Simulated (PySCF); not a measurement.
# Relaxation of singlet Li₂Te

Method: PySCF, PBE0, basis Te def2-TZVP with ECP28, Li def2-TZVP (scalar-relativistic core potentials, no spin–orbit coupling, density fitting). A (50,194) grid was used.

A start displaced from a saddle point along its imaginary mode, of C2v symmetry, held to at least that symmetry:

```xyz
3
charge 0 multiplicity 1, angstrom
Te   -0.0270   -0.0007    0.0000
Li    0.2499    0.0063    2.3821
Li    0.2499    0.0063   -2.3821
```

Problem. What does it relax to?

Solution. It ends at C2v with Te–Li 2.425 Å (×2); Li–Te–Li 100.0° (after a last refinement on a finer grid). The frequency run here used a shortcut that can spoil soft modes, so no verdict on minimum or saddle point is given.

Problem. How much energy is released, and in how many steps?

Solution. 12.3 kJ/mol in 11 steps.

The relaxation took about 25 core-seconds on a shared host.
